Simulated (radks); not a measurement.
Fractional charge and spin in the 5p shell of thallium: the spin-up occupation runs from 2 to 3 and the spin-down occupation from 2 to 3; the fullest corner is Tl3+, [Kr] 4d10 4f14 5s2 5d10 5p(up 3, down 3). All-electron calculation, scalar-relativistic Kohn-Sham, SCAN, spin-polarised, spherical densities, finite nucleus; meta-GGA in the generalised Kohn-Sham scheme; Fermi nuclear charge, rms radius of each element as measured or else 0.836 A^(1/3) + 0.57 fm. Program: a radial shooting solver on a logarithmic mesh with Libxc functionals. Energy (eV) minus the two flat planes that join the four corners (they meet along the diagonal where the two added fractions sum to one electron); zero is where a piecewise linear energy would lie.

\begin{tabular}{lrrrrr}
down \ up & 2 & 2.25 & 2.5 & 2.75 & 3 \\ \hline
2 & 0.000 & -1.671 & -2.222 & -1.665 & 0.000 \\
2.25 & -1.671 & -2.089 & -1.404 & 0.379 & -1.575 \\
2.5 & -2.222 & -1.404 & 0.507 & -1.336 & -2.101 \\
2.75 & -1.665 & 0.379 & -1.336 & -1.983 & -1.573 \\
3 & 0.000 & -1.575 & -2.101 & -1.573 & 0.000 \\
\end{tabular}

Corners above the fullest one (they belong to Tl4+ and the next ion): (up 3, down 2) 115.67 eV, (up 2, down 3) 115.67 eV, (up 2, down 2) 250.68 eV. With half an added electron in each spin the energy lies 0.507 eV from the planes, and with half an added electron in spin up alone -2.222 eV. The planes are only a guide here: the flat-plane condition holds for ground states with one frontier orbital, while this shell lies below other occupied shells, so the corners above the fullest one are inner-hole states and not the ground states of those ions.
